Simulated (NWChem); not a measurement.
CH4BClS; SMILES ClB(C)S

```xyz
8

B      0.3389    -0.0154    -0.0745
Cl    -0.5640     1.4855    -0.4008
C      1.9061     0.0270    -0.0383
H      2.2918     0.3993    -0.9968
H      2.3773    -0.9388     0.1689
H      2.2427     0.7442     0.7221
S     -0.6836    -1.4832     0.1899
H      0.3224    -2.3609     0.3942
```
Atoms are numbered in this order, from 1.

Geometry: optimised at B3LYP/6-31G* (spherical d).

 Unshifted, non-relativistic core excitations; the lowest 4 roots alone, so stronger bands may lie above.

List the first S K-edge excitations from PBE/6-311G** (spherical d), restricted-window TDA (NWChem).


```csv
state,energy (eV),dipole oscillator strength,leading excitation (squared amplitude)
S1,2394.2,0.0012,1s of atom 7 or its equivalents → LUMO (1.00)
S2,2395.6,0.0024,1s of atom 7 or its equivalents → LUMO+1 (1.00)
S3,2396.7,0.0006,1s of atom 7 or its equivalents → LUMO+2 (1.00)
S4,2397.3,0.0000,1s of atom 7 or its equivalents → LUMO+3 (0.99)
```
